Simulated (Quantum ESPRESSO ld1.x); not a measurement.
The run below uses ld1.x (Quantum ESPRESSO 7.5).

```
 &input
    atom='Al',
    iswitch=1,
    rel=1,
    lsd=1,
    dft='SLA-NOC',
    config='[He] 2s2 2p5.5 3p0.5',
    verbosity='high',
    prefix='ld1',
    max_out_wfc=37,
    file_charge='ld1.rho',
 /
```

It prints (banner and zero overlaps left out):

```
     Program LD1 v.7.5 starts

     --------------------------- All-electron run ----------------------------

     scalar relativistic calculation

     atomic number is 13.00
     dft =SLA-NOC   lsd =1 sic =0 latt =0  beta=0.20 tr2=1.0E-14
     Exchange-correlation= SLA-NOC
                           (   1   0   0   0   0   0   0)
     mesh =1897 r(mesh) =  99.78827 a.u. xmin = -8.00 dx = 0.00800
     1 Ry =  13.60569312 eV, c = 137.03599908

     n l     nl                  e(Ry)          e(Ha)          e(eV)
     1 0     1S 1( 1.00)    -114.034154305     -57.017077152  -1551.5137090
     2 0     2S 1( 1.00)     -11.036259663      -5.518129832   -150.1559622
     2 1     2P 1( 3.00)      -8.291700647      -4.145850323   -112.8143345
     3 1     3P 1( 0.50)      -2.080229292      -1.040114646    -28.3029614
     1 0     1S 2( 1.00)    -113.965556628     -56.982778314  -1550.5803901
     2 0     2S 2( 1.00)     -10.917710488      -5.458855244   -148.5430185
     2 1     2P 2( 2.50)      -8.161119698      -4.080559849   -111.0376902
     3 1     3P 2( 0.00)      -1.861521285      -0.930760642    -25.3272873

     final scf error:  6.6E-15 reached in  32 iterations

     Etot =    -474.953267 Ry,    -237.476633 Ha,   -6462.068392 eV
     Total magnetization:    1.00 Bohr mag.

     Ekin =     476.597263 Ry,     238.298632 Ha,    6484.436105 eV
     Encl =   -1109.580061 Ry,    -554.790031 Ha,  -15096.605806 eV
     Eh   =     189.007589 Ry,      94.503794 Ha,    2571.579251 eV
     Exc  =     -30.978057 Ry,     -15.489029 Ha,    -421.477942 eV
```

Run on one thread of a shared host, so times are rough (Intel(R) Xeon(R) Processor @ 2.60GHz): 0.58 s of CPU time, 0.84 s wall, 32 iterations on 1897 mesh points.
